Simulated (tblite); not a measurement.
Species: C8H10O.
SMILES with atom numbers: `[CH3:1][C:2]#[C:3][C:4]#[C:5][C@@H:6]([CH3:7])[CH2:8][OH:9]` (hydrogens: H10, H11, H12 on C1; H13 on C6; H14, H15, H16 on C7; H17, H18 on C8; H19 on O9)

Computed geometry: GFN2-xTB, gas phase.

(1) List the bond lengths, angles and torsions at this level.

Results:

(1) 
| bond | length (bohr) | order |
| --- | --- | --- |
| C1–C2 | 2.724 | single |
| C2≡C3 | 2.280 | triple |
| C3–C4 | 2.568 | single |
| C4≡C5 | 2.281 | triple |
| C5–C6 | 2.740 | single |
| C6–C7 | 2.893 | single |
| C6–C8 | 2.914 | single |
| C8–O9 | 2.655 | single |
| C1–H10, C1–H11, C1–H12 | 2.061 | single |
| C6–H13 | 2.075 | single |
| C7–H14, C7–H15, C7–H16 | 2.056 | single |
| C8–H17 | 2.065 | single |
| C8–H18 | 2.080 | single |
| O9–H19 | 1.824 | single |

Bonds in one row agree within 0.02 bohr and their mean is given. Orders are formal, as drawn. A selection of angles:
| angle | degrees |
| --- | --- |
| C1–C2–C3 | 179.5 |
| C2–C3–C4 | 179.4 |
| C3–C4–C5 | 178.1 |
| C4–C5–C6 | 177.3 |
| C5–C6–C7 | 110.4 |
| C5–C6–C8 | 109.3 |
| C7–C6–C8 | 111.0 |
| C6–C8–O9 | 112.8 |
| H19–O9–C8 | 108.3 |

Torsions: C5–C6–C8–O9 63° (synclinal); H19–O9–C8–C6 -56° (synclinal).

The 7 C–C bonds span 1.206 Å (C2≡C3, drawn triple) to 1.542 Å (C6–C8, drawn single), a spread of 0.336 Å. Of the pairs four or more bonds apart, C5···H19 is among the closest relative to their van der Waals radii: 2.54 Å, 87 % of the sum of Bondi's values.

Point group: C1 (no symmetry element, even within 0.4 Å). GFN2-xTB frequencies show an imaginary mode (24i cm⁻¹), so the point is no minimum at that level. Torsions: C5–C6–C8–O9 63°, C6–C8–O9–H -56°. 2 starts were optimised and ended at 0.00 and 1.63 kcal/mol (GFN2-xTB); the lowest of these is shown.

On one thread, Arm Neoverse V1 (aarch64) (shared host), this took 0.47 s of wall time. That covers the optimisation of the geometry.
